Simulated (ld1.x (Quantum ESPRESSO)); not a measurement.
**gallium (Ga) PAW: all-electron and pseudo phase curves**

ld1.x (Quantum ESPRESSO) 7.5 input, shortened:

```
&input
   title='Ga', zed=31., rel=1, dft='PBE', iswitch=3,
   config='[Ar] 3d10 4s2 4p0'
 /
 &inputp
   pseudotype=3, lpaw=.true., tm=.true., lloc=-1, rcloc=1.60,
   nlcc=.true.,
   which_augfun='PSQ', rmatch_augfun=1.05
 /
6
4S  1  0   2.00   0.00  1.20  1.65  0.0
4S  1  0   0.00  -0.30  1.20  1.65  0.0
4P  2  1   0.00   0.00  2.20  2.35  0.0
4P  2  1   0.00  -0.20  2.20  2.35  0.0
3D  3  2  10.00   0.00  0.90  1.25  0.0
3D  3  2   0.00   1.00  0.90  1.25  0.0
 &test
   configts(1)='3d10 4s2 4p0'
 /
```

The phase is arctan(r·u′/u) with u = r·R(r), unwrapped; energies in Ry, scanned from -4 to 5 Ry. A pole is an energy at which the radial function vanishes at the test radius. The pseudo phase is shifted by a multiple of π to meet the all-electron one at the reference energy, and phase errors are pseudo minus all-electron; the curves can meet again beyond the range given. Levels narrower than the energy grid can be missing from the lists of poles.

Question: For each channel, where are the poles, and over which energies does the pseudopotential scatter like the atom?

Answer:

| channel | radius (bohr) | reference energy (Ry) | poles, all-electron | poles, pseudo | unbroken range about the reference energy with phases within 0.05 rad | phase error 1 Ry above the reference energy (rad) |
| --- | --- | --- | --- | --- | --- | --- |
| s | 2.55 | -1.20 | -0.02 | -0.02, 1.31 | below 1.3 | -0.000 |
| p | 2.55 | -0.67 | 1.11 | 1.11 | below 3.5 | -0.000 |
| d | 2.55 | -2.02 | -1.98, 3.14 | -1.98, 3.14 | the whole range | +0.000 |

Phases in the s channel:

```csv
E (Ry),all-electron,pseudo
-4.00,1.315,1.315
-3.52,1.282,1.282
-3.04,1.232,1.232
-2.56,1.145,1.145
-2.08,0.950,0.950
-1.60,0.271,0.271
-1.12,-1.000,-1.000
-0.64,-1.398,-1.398
-0.16,-1.543,-1.543
0.32,-1.625,-1.625
0.80,-1.688,-1.690
1.28,-1.750,-1.867
1.76,-1.824,-4.956
2.24,-1.934,-5.061
2.72,-2.141,-5.250
3.20,-2.657,-5.699
3.68,-3.642,-6.646
4.16,-4.189,-7.269
4.64,-4.401,-7.511
```
